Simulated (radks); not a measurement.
Question: P2+, configuration [Ne] 3s2 3p1 (the NIST ground configuration). All-electron calculation, Dirac Kohn-Sham, PBEsol, spin-unpolarised, spherical densities, point nucleus; open shells are shared between the two j in proportion to 2j + 1; speed of light set to 205.554 atomic units (1.5 times the physical value, a model run). Program: a radial shooting solver on a logarithmic mesh with Libxc functionals. Some entries of the table are withheld. Estimate them.

| orbital | occ. | eigenvalue (eV) | <r> (bohr) |
|---|---|---|---|
| 1s1/2 | 2 | -2100.849 | 0.1039 |
| 2s1/2 | 2 | (1) | (2) |
| 2p1/2 | 2 | (3) | (4) |
| 2p3/2 | 4 | (5) | (6) |
| 3s1/2 | 2 | (7) | 1.747 |
| 3p1/2 | 0.333333 | -24.2691 | (8) |
| 3p3/2 | 0.666667 | -24.2339 | (9) |

Answer: 
(1) 2s1/2 eigenvalue (eV): -196.5549
(2) 2s1/2 <r> (bohr): 0.5208
(3) 2p1/2 eigenvalue (eV): -148.1740
(4) 2p1/2 <r> (bohr): 0.4842
(5) 2p3/2 eigenvalue (eV): -147.7671
(6) 2p3/2 <r> (bohr): 0.4852
(7) 3s1/2 eigenvalue (eV): -33.8439
(8) 3p1/2 <r> (bohr): 1.967
(9) 3p3/2 <r> (bohr): 1.970
